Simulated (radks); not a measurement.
The nuclear charge of neutral iridium is varied continuously with 77 electrons held in [Xe] 4f14 5d7 6s2. Method: scalar-relativistic Kohn-Sham, PBE, spin-polarised, spherical densities, finite nucleus; open shells are filled with parallel spins first (spin-orbit coupling, left out, can overturn this in heavy ions); Fermi nuclear charge, rms radius 5.4032 fm; computed with a radial shooting solver on a logarithmic mesh with Libxc functionals. By the Hellmann-Feynman theorem dE/dZ = E(electron-nucleus)/Z, the electronic potential at the nucleus (averaged over a nucleus of fixed radius). The scalar-relativistic energy here is not variational (the density holds large components alone), so the two differ by a part that grows with Z.

Z      E (hartree)  E(electron-nucleus)/Z (hartree)  HOMO  e(HOMO) (eV)  <r> HOMO (bohr)
76.75  -17679.7255                         -571.426    5d        -3.641            1.816
77     -17824.1531                         -574.310    6s        -5.806            2.976
77.25  -17969.3173                         -577.197    6s        -7.804            2.865
77.5   -18115.2186                         -580.085    6s        -9.925            2.768
77.75  -18261.8579                         -582.977    6s       -12.160            2.682
78     -18409.2362                         -585.871    6s       -14.503            2.604

The central difference of E at Z = 77 is -579.184 hartree, to compare with the third column; the second derivative is -11.8 hartree.
